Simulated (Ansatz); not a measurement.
CH4AlNS (`C=[N][AlH][SH]`), relaxed with RKS PBE0-D4/def2-TZVP in Ansatz from a PBE-D4/def2-SVP geometry. The force threshold is 0.005 eV/Å; the program also tests the step.

Charge 0, multiplicity 1.

Start:

```xyz
8

C     1.697   -0.967   -0.559
N     0.651   -0.453   -0.088
Al   -0.813    0.270    0.584
S    -1.811    1.798   -0.651
H     2.720   -0.544   -0.375
H     1.688   -1.889   -1.198
H    -1.342   -0.194    2.007
H    -2.791    1.980    0.279
```

How much energy does the relaxation release, and in how many steps? (Estimate.)

Computed: 3.79 kJ/mol, in 5 steps, 2 of them rejected.

Which bonds change most? (An estimate is asked.)

The calculation gave: N2–Al3 from 1.766 to 1.742 Å; C1–H5 from 1.122 to 1.101 Å; C1–H6 from 1.122 to 1.101 Å; S4–H8 from 1.363 to 1.344 Å.

Give the relaxed structure. (An estimate is asked.)

Computed: 
```xyz
8

C     1.683   -0.959   -0.554
N     0.649   -0.451   -0.088
Al   -0.797    0.262    0.574
S    -1.795    1.778   -0.642
H     2.684   -0.539   -0.369
H     1.667   -1.863   -1.182
H    -1.333   -0.186    1.984
H    -2.758    1.957    0.278
```
